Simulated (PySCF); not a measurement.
Mg(H)(Et) (C₂H₆Mg), SMILES C[CH2][MgH]. Heavy atoms are numbered as in [MgH:1][CH2:3][CH3:4]. Hydrogens are named by the atom that carries them.

Geometry optimised at TPSSh-D3(BJ)/def2-TZVP.

The numbers are results of B3LYP/pcSseg-2 run with PySCF, not measurements.

GIAO shieldings, no solvent; atoms alike by connectivity are averaged. δ = σ(ref) − σ: ¹H against TMS (σ = 31.68 ppm); ¹³C against TMS (σ = 181.3 ppm), references at their B3LYP-D3(BJ)/def2-TZVP geometries, non-relativistic.

```tsv
atoms	nucleus	count	δ (ppm)
H on Mg1	¹H	1	(withheld)
H on C4	¹H	3	1.38
H on C3	¹H	2	(withheld)
C4 (CH3)	¹³C	1	15.0
C3 (CH2)	¹³C	1	3.8
```

Task: Fill in the missing entries. (The exact figures need the calculation; the answer reports its results.)

Result: 
- H on Mg1, δ (ppm): 5.04
- H on C3, δ (ppm): 0.14
